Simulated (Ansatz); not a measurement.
(KCl)2 ring (K₂Cl₂), 4 atoms. Hardware: 4 threads of Arm Neoverse V2 on a shared host.

The 6-31G sets use Cartesian d functions. Correlated methods freeze 20 core orbitals; core or outer-core shells of K are correlated, in sets that lack core-valence functions.

Task: How many basis functions does each of these Ansatz runs have, and roughly what does it cost? MP2/def2-TZVP, charge 0 singlet, energy, from earlier orbitals; PBE0-D4/def2-SVP, charge 0 singlet, energy, from earlier orbitals; PBE0-D4/def2-TZVP, charge 0 triplet at the geometry of the charge 0 singlet, energy; HSE06-D4/def2-TZVP, charge 0 singlet, energy, from earlier orbitals; PBE-D4/def2-TZVP, charge 0 triplet at the geometry of the charge 0 singlet, energy, from earlier orbitals; PBE0-D4/def2-TZVP, charge 0 singlet, energy, from earlier orbitals; r2SCAN-D4/def2-TZVP, charge 0 triplet at the geometry of the charge 0 singlet, energy, from earlier orbitals; HF/6-31G, charge 0 singlet, energy; revPBE-D4/def2-TZVP, charge 0 singlet, energy, from earlier orbitals; HF/STO-3G, charge 0 singlet, energy; ωB97X-V/def2-TZVP, charge 0 singlet, energy, from earlier orbitals; PBE-D4/def2-TZVP, charge 1 doublet at the geometry of the charge 0 singlet, energy, from earlier orbitals.

Result: Other jobs shared the machine, so times can vary by a factor of up to 3. A dash marks memory too small to be measured apart from the calling script's.

```tsv
run	functions	fitting or Cholesky vectors	wall time	peak host memory (GiB)
HF/STO-3G, charge 0 singlet, energy	44	517	0.15 s	–
HF/6-31G, charge 0 singlet, energy	84	866	0.4 s	–
MP2/def2-TZVP, charge 0 singlet, energy, from earlier orbitals	140	1064	0.85 s	–
PBE0-D4/def2-SVP, charge 0 singlet, energy, from earlier orbitals	84	772	1.1 s	–
revPBE-D4/def2-TZVP, charge 0 singlet, energy, from earlier orbitals	140	1162	1.2 s	–
PBE0-D4/def2-TZVP, charge 0 singlet, energy, from earlier orbitals	140	1244	1.5 s	–
HSE06-D4/def2-TZVP, charge 0 singlet, energy, from earlier orbitals	140	1244	1.7 s	–
ωB97X-V/def2-TZVP, charge 0 singlet, energy, from earlier orbitals	140	1176	4 s	–
PBE-D4/def2-TZVP, charge 1 doublet at the geometry of the charge 0 singlet, energy, from earlier orbitals	140	1162	5.5 s	–
PBE-D4/def2-TZVP, charge 0 triplet at the geometry of the charge 0 singlet, energy, from earlier orbitals	140	1162	6 s	–
PBE0-D4/def2-TZVP, charge 0 triplet at the geometry of the charge 0 singlet, energy	140	1064	9 s	–
r2SCAN-D4/def2-TZVP, charge 0 triplet at the geometry of the charge 0 singlet, energy, from earlier orbitals	140	1162	15 s	–
```
